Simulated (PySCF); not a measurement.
# Computed properties of Ge(H)(OMe) (CH4GeO), SMILES C[O][GeH]

Ge(H)(OMe) (CH4GeO), SMILES [O](C)[GeH] (connectivity only; charge and spin as stated), neutral, multiplicity 1. The structure is a stationary point at ωB97X-D3(BJ)/def2-TZVP. One conformer was computed; it need not be the lowest. All values are computed for the isolated molecule unless a solvent is named; none is compared with measurement here.

**Structure.** The optimised structure has Cs symmetry. All 15 harmonic modes at ωB97X-D3(BJ)/def2-TZVP (PySCF) are real, so it is a minimum. With heavy atoms numbered as in [GeH:1][O:3][CH3:4], the shortest bond between them is O3–C4 at 1.415 Å and the longest Ge1–O3 at 1.772 Å.

**Vibrations.** The strongest infrared lines (harmonic, unscaled, degenerate partners summed) lie at 1862 cm⁻¹ (432 km/mol, H 99 %), 1127 cm⁻¹ (216 km/mol, O 52 %, C 41 %), 625 cm⁻¹ (87 km/mol, O 53 %, Ge 22 %, C 16 %, H 10 %). The softest mode is at 120 cm⁻¹ and the zero-point energy is 30.5 kcal/mol.

**Electronic structure.** CAM-B3LYP/def2-TZVPD (PySCF) places the frontier levels at -8.19 and -1.22 eV, a gap of 6.97 eV, and gives a dipole moment of 1.02 D and a mean polarisability of 51.9 bohr³.

**Excitations.** TDDFT-B3LYP/def2-SVPD (PySCF) has S1 at 3.30 eV (375 nm, f = 0.015, weak); the most intense of the 10 singlets computed lies at 7.91 eV (f = 0.25). T1 (TDA) is at 2.29 eV. No vertical singlet excitation falls in the visible range (under 3.1 eV).

**NMR.** GIAO shifts at HF/pcSseg-1 (PySCF) (non-relativistic, atoms alike by connectivity averaged): ¹³C at 66.0 ppm against TMS; ¹H from 4.4 to 8.5 ppm against TMS.
